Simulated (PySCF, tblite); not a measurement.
Isomers of C6H5O3 (doublet state), one GFN2-xTB conformer each. Single-point energies are computed at B3LYP/pcH-1 (PySCF, gas phase, no added dispersion term), electronic only. GFN2-xTB treats the open shell by occupation alone, and not every SCF solution was tested for stability.

Task: Rank them by B3LYP/pcH-1 energy, lowest first (kJ/mol).
A. `[CH:1]#[C:2]/[C:3](=[C:4]\[O:5][CH:6]=[O:7])[O:8][CH3:9]` (doublet state) with C3–C4–O5–C6 39°, C4–O5–C6–O7 -5°, C2–C3–O8–C9 9°
B. `[CH3:1][O:2][C:3](=[O:4])[C:5]1=[CH:6][CH:7][C:8]1=[O:9]` (doublet state) with C1–O2–C3–O4 0°, O2–C3–C5–C6 180°

Result: B (0.0), A (291.7).

As drawn, the lower has a four-membered ring, which the higher lacks. GFN2-xTB itself gives, in the same order: 0.0, 193.2. Both levels put the same isomer lowest.

Task: What happens when harmonic zero-point energies from GFN2-xTB frequencies are added?

Result: 
| SMILES | ZPE (kJ/mol) | electronic (kJ/mol) | with ZPE (kJ/mol) |
| --- | --- | --- | --- |
| COC(=O)C1=C[CH]C1=O | 246.7 | 0.0 | 0.0 |
| C#C/C(=[C]\OC=O)OC | 240.5 | 291.7 | 285.6 |

The zero-point energies span 6.2 kJ/mol. The order is unchanged.
